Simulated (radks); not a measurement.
Task: These are the eigenvalues of the occupied orbitals of an atom or ion with whole-number occupations (eV). All-electron calculation, non-relativistic Kohn-Sham, exchange-only B88, spin-polarised, spherical densities, point nucleus. Program: a radial shooting solver on a logarithmic mesh with Libxc functionals.

orbital  eigenvalue
1s up     -25660.57
1s down   -25660.54
2s down   -3734.707
2s up     -3734.702
2p up     -3482.527
2p down   -3482.526
3s up     -698.8683
3s down   -698.8524
3p up     -596.4058
3p down   -596.3911
3d up     -406.6525
3d down   -406.6456
4s up     -105.3179
4s down   -105.3101
4p up      -72.5335
4p down    -72.5026
4d up      -20.1013
4d down    -19.8556
5s up      -12.2608

Which element is it, and in what charge state? The configuration may be excited. Open shells, if any, are filled with parallel spins first.

Result: Z = 48, cadmium, charge +1: Cd+ in [Kr] 4d10 5s1. The list shows which subshells hold electrons but not how many an open one holds; the 1s level, -943.01 hartree, gives Z - s = 43.4 by -(Z - s)^2/2, which with screening narrows Z to a few neighbours, and the depths of the outer levels then fix element, charge and occupations together.
